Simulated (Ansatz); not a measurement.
C4H7O2S (SMILES O=S1(=O)[CH]CCC1), doublet, at a GFN2-xTB geometry; R2SCAN/6-31G* in Ansatz (a first-principles code).

The Ansatz input:
Ansatz 0.2 input:
```yaml
crystal:
  periodic: [false, false, false]
  atoms:
    - {symbol: O, position_ang: [1.20582299, 0.63703759, 1.26442980]}
    - {symbol: S, position_ang: [0.59731569, 0.46377763, -0.02791048]}
    - {symbol: O, position_ang: [1.21088856, 1.14490167, -1.13828716]}
    - {symbol: C, position_ang: [-1.12685342, 0.81459164, 0.03043694]}
    - {symbol: C, position_ang: [-1.90007289, -0.42866224, -0.03021007]}
    - {symbol: C, position_ang: [-0.94949266, -1.57801386, 0.33886522]}
    - {symbol: C, position_ang: [0.36671307, -1.31843240, -0.36146958]}
    - {symbol: H, position_ang: [-1.52096062, 1.79857927, -0.11345824]}
    - {symbol: H, position_ang: [-2.76975271, -0.40009022, 0.63480175]}
    - {symbol: H, position_ang: [-2.29754025, -0.58865507, -1.04489655]}
    - {symbol: H, position_ang: [-0.77775098, -1.56250060, 1.41642599]}
    - {symbol: H, position_ang: [-1.37833452, -2.54287852, 0.06676269]}
    - {symbol: H, position_ang: [0.31041096, -1.44378684, -1.43879776]}
    - {symbol: H, position_ang: [1.20142010, -1.87352333, 0.05085347]}
basis:
  gaussian:
    orbitals: 6-31G*
    nuclear_model: gaussian
hamiltonian:
  xc: r2scan
magnetization: {spin_polarized: true, initial_magnetization: 1}
```

The log (banner, timings and long lists left out):

```
Functional definition: r2SCAN
1452 factors; their error is unknown
mean field evaluation 1: about -19170.1769 eV, gradient 5.8e1 eV
mean field evaluation 2: about -19143.7599 eV, gradient 1.0e2 eV
mean field evaluation 4: about -19182.7988 eV, gradient 4.7e0 eV
mean field evaluation 8: about -19182.9070 eV, gradient 2.1e-1 eV
mean field evaluation 16: about -19182.7994 eV, gradient 1.4e-3 eV
mean field -19182.79943206 eV, -704.9548765598 hartree, gradient 6.1e-5 eV, S^2 0.756839; 0 other end points of the search recorded, 0 dependent functions left out
reference -19182.79943971 eV, -704.9548768408 hartree; 32, 31 occupied and 91, 92 virtual orbitals, 1452 factors
Total energy: -19182.79943971 eV, -704.9548768408 hartree
```
